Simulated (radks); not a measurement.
Values are calculated unless marked as measured or tabulated.
Neutral rhodium inside a hard spherical wall (all orbitals vanish at R), configuration held at [Kr] 4d8 5s1 and not refilled when levels cross. Level of theory: scalar-relativistic Kohn-Sham, PBE, spin-unpolarised, spherical densities, point nucleus (a radial shooting solver on a logarithmic mesh with Libxc functionals). Eigenvalues in eV, with the zero of energy where the potential of the charges vanishes at infinity; a dash marks a level that is unbound or too diffuse for the functional's potential to be trusted. A positive occupied level is held by the wall or, in an anion where self-interaction has pushed it up, behind a barrier. The pressure on the wall is -dE/dV.

R (bohr)	E (hartree)	kinetic (hartree)	e(4s)	e(4p)	e(4d)	e(5s)	e(5p, empty)	e(6s, empty)	pressure (GPa)
free	-4784.11585	4954.741	-82.495	-50.421	-5.940	-4.300	-0.851	-	0
20	-4784.11585	4954.741	-82.495	-50.421	-5.940	-4.300	-0.850	-	< 0.0001
15	-4784.11584	4954.741	-82.495	-50.421	-5.940	-4.300	-0.837	0.406	< 0.0001
10	-4784.11547	4954.744	-82.463	-50.389	-5.909	-4.269	-0.633	2.050	0.00963
8	-4784.11254	4954.766	-82.315	-50.240	-5.768	-4.106	-0.139	4.709	0.131
6	-4784.08573	4954.916	-81.533	-49.466	-5.048	-3.149	1.743	12.721	2.24
4	-4783.75609	4956.361	-76.796	-44.879	-0.732	3.871	11.975	46.558	72.8
3.5	-4783.37702	4957.871	-73.280	-41.521	2.626	10.149	20.239	70.183	212
2.5	-4780.08812	4970.348	-56.146	-24.847	21.355	51.395	69.822	191.79	2940
